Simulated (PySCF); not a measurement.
**Exercise with solution: oscillator strength and radiative lifetime**

Al(Me)(OH)(SiH3) (CH₇AlOSi), SMILES [CH3][Al]([OH])[SiH3].

The structure is a stationary point at r2SCAN-D4/def2-SVP. One conformer was computed; it need not be the lowest.

PySCF with TDA-PBE/def2-SVPD puts the first singlet state with f over 0.02 at 5.36 eV (vertical), with the transition dipole (0.569, -0.140, 0.469) in atomic units.

Question: Find the oscillator strength, the wavelength and the radiative lifetime that this transition would have in vacuum if emission retraced absorption.

Answer: 
|μ|² = 0.5633 au, so |μ| = 1.91 D. ΔE = 5.36/27.211 = 0.1970 hartree. f = (2/3) ΔE |μ|² = 0.074 (the program prints 0.074).
λ = 1239.84/5.36 = 231 nm; ν = 43231 cm⁻¹.
Einstein's coefficient A = 0.6670 ν² f s⁻¹ (ν in cm⁻¹) = 9.2e7 s⁻¹, so τ = 1/A = 11 ns. This state is S2; the lower singlet has f = 0.013. The figure is the radiative limit of this one transition; relaxation, internal conversion, crossing to triplets and a medium change what is measured.
